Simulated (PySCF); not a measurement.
Worked example: oscillator strength and radiative lifetime

CH₇AlP₂, SMILES [CH3][Al]([PH2])[PH2].

Geometry optimised at TPSSh-D3(BJ)/def2-SVP. The structure was generated by enumeration; whether it is a known compound was not checked. One conformer was computed; it need not be the lowest.

TDDFT-B3LYP/def2-SVPD in PySCF puts the first singlet state with f over 0.02 at 4.42 eV (vertical), with the transition dipole (0.142, -0.269, 0.636) in atomic units.

Task: Find the oscillator strength, the wavelength and the radiative lifetime that this transition would have in vacuum if emission retraced absorption.

Result: 
|μ|² = 0.4970 au, so |μ| = 1.79 D. ΔE = 4.42/27.211 = 0.1624 hartree. f = (2/3) ΔE |μ|² = 0.054 (the program prints 0.054).
λ = 1239.84/4.42 = 281 nm; ν = 35650 cm⁻¹.
Einstein's coefficient A = 0.6670 ν² f s⁻¹ (ν in cm⁻¹) = 4.6e7 s⁻¹, so τ = 1/A = 22 ns. This state is S1. The figure is the radiative limit of this one transition; relaxation, internal conversion, crossing to triplets and a medium change what is measured.
